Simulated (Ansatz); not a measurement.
C$_{2}$H$_{8}$SiTe (`C[SiH2][Te]C`), relaxed with RKS PBE0-D4/def2-TZVP in the Gaussian-basis code of Ansatz from a PBE-D4/def2-SVP geometry. The force threshold is 0.005 eV/Å; the program also tests the step.

The species carries charge 0 and has multiplicity 1. Te: def2 effective core potential.

Start:

```xyz
12

C     1.615    0.173    0.869
Si    0.059    1.223    0.642
Te   -2.041   -0.169    0.567
C    -1.432   -1.194   -1.272
H     1.732   -0.545    0.032
H     2.517    0.820    0.894
H     1.562   -0.403    1.814
H     0.170    2.025   -0.630
H    -0.129    2.169    1.798
H    -0.544   -1.822   -1.078
H    -1.224   -0.447   -2.060
H    -2.283   -1.831   -1.577
```

(1) By how much does the energy fall, and how many steps does the optimiser take? (Estimate.)

(2) Which bonds change most? (Best estimate.)

(3) Give the relaxed structure. (An estimate is asked.)

## Answers

(1) The calculation gave: 5.45 kJ/mol, in 7 steps, 1 of them rejected.

(2) Computed: Te3–C4 from 2.191 to 2.152 Å; Si2–Te3 from 2.520 to 2.489 Å; C1–Si2 from 1.891 to 1.870 Å; Si2–H8 from 1.508 to 1.489 Å.

(3) The calculation gave: 
```xyz
12

C     1.613    0.180    0.872
Si    0.068    1.208    0.637
Te   -2.001   -0.172    0.542
C    -1.436   -1.188   -1.269
H     1.738   -0.525    0.047
H     2.497    0.823    0.905
H     1.558   -0.388    1.802
H     0.183    2.001   -0.619
H    -0.136    2.139    1.778
H    -0.563   -1.810   -1.090
H    -1.240   -0.457   -2.050
H    -2.281   -1.812   -1.554
```
